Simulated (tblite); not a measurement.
Q: Give a GFN2-xTB geometry of `C#Cc1cc2sccc2s1`.

A: 
```xyz
14
C8H4S2 angstrom
C      3.9696    0.9535    0.0440
C      2.8026    0.6636    0.0415
C      1.4424    0.3443    0.0169
C      0.7765   -0.5187    0.8458
C     -0.5877   -0.5872    0.5219
S     -1.9495   -1.4518    1.1449
C     -2.9772   -0.7131   -0.0384
C     -2.3304    0.1457   -0.8669
C     -0.9594    0.2204   -0.5485
S      0.3925    1.0889   -1.1803
H      4.9898    1.1953    0.0603
H      1.2507   -1.0667    1.6389
H     -4.0180   -0.9699   -0.0424
H     -2.8026    0.6953   -1.6599
```

Any rigid rotation of these coordinates is as good. Atoms count from 1 in this order. The 5-membered ring C5–S6–C7–C8–C9 has internal angles of 90.5° to 113.8° (sum 540°, against 540° for a flat polygon); it is planar, 0.00 Å rms from its mean plane, widest ring torsion 0°. The 10 heavy atoms lie in one plane (0.000 Å rms). The 5-membered ring C3–C4–C5–C9–S10 has internal angles of 90.3° to 114.1° (sum 540°, against 540° for a flat polygon); it is planar, 0.00 Å rms from its mean plane, widest ring torsion 0°. The C–S distances run from 1.727 Å (C9–S10, aromatic) to 1.758 Å (C3–S10, aromatic), a spread of 0.031 Å.

Bonds between heavy atoms (Å): C1≡C2 1.202, C2–C3 1.397, C3–C4 1.369, C4–C5 1.404, C5–S6 1.729, S6–C7 1.733, C7–C8 1.357, C8–C9 1.409, C9–S10 1.727, C3–S10 1.758, C5–C9 1.391.

Structure optimised with GFN2-xTB, isolated species.

Point group: Cs (tolerance 0.08 Å). Its GFN2-xTB frequencies are all real (lowest 87 cm⁻¹).

All values are computed, not measured.
